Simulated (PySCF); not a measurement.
**Correlation energy of Sn⁺ (tin, charge +1)**

[Kr] 4d10 5s2 5p1, 2P determinant. Computed with PySCF 2.14 in x2c-TZVPall (8s6p4d2f, 60 functions), with the spin-free X2C one-electron Hamiltonian (Gaussian nucleus). Frozen: [Kr] 4d10; 3 electrons correlated.

MP2 pair energies summed by pair of shells (mhartree):

```
 pair  energy  share (%)
5s-5s  -18.06       57.4
5s-5p  -13.39       42.6
```

Total MP2 correlation energy: -31.44 mhartree.

Same-spin part -2.16 and opposite-spin part -29.28 mhartree; SCS-MP2 scales them by 1/3 and 6/5 to -35.86 mhartree.
